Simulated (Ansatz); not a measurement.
`N=CB(O)Cl` + H₂S → `OB(S)Cl` + `C=N`  (ligand exchange at a B–C bond)

Computed with Ansatz on PBE0-D4/def2-TZVP structures; ΔE is electronic, products minus reactants. CCSD(T)/CBS is the MP2 limit (def2-TZVPP, def2-QZVPP) plus CCSD(T) − MP2 in def2-TZVPP, frozen cores. This one scheme is used for every species. DFT in def2-TZVPP. HSE06 is defined as in plane-wave codes. Each species was taken in one conformer, which may not be the lowest.

| level | ΔE (kcal/mol) | difference from CCSD(T)/CBS |
| --- | --- | --- |
| LDA (SPW92) | -12.1 | 0.1 |
| PBE-D4 | -12.8 | -0.6 |
| revPBE-D4 | -13.0 | -0.8 |
| BLYP-D4 | -12.1 | 0.1 |
| r2SCAN0-D4 | -13.2 | -1.0 |
| HSE06-D4 | -13.0 | -0.8 |
| CAM-B3LYP-D4 | -11.8 | 0.4 |
| PBE-QIDH | -13.3 | -1.1 |
| BLYP | -12.3 | -0.1 |
| HSE06 | -13.1 | -0.9 |
| MP2/def2-SVP | -13.5 | -1.3 |
| CCSD/def2-TZVPP | -12.0 | 0.2 |
| CCSD(T)/def2-TZVPP | -12.0 | 0.2 |
| HF/def2-QZVPP | -12.4 | -0.2 |
| SCS-MP2/def2-QZVPP | -12.8 | -0.6 |
| MP2/CBS(def2) | -13.4 | -1.2 |
| CCSD(T)/CBS | -12.2 | 0 |

Largest T1 diagnostic among the species: 0.013.

Leaving LDA and LC-ωPBE aside and taking each functional with its dispersion term where it has one, the values spread over 1.4 kcal/mol, from PBE-QIDH to CAM-B3LYP-D4. LDA lies +0.9 kcal/mol from PBE without D4.
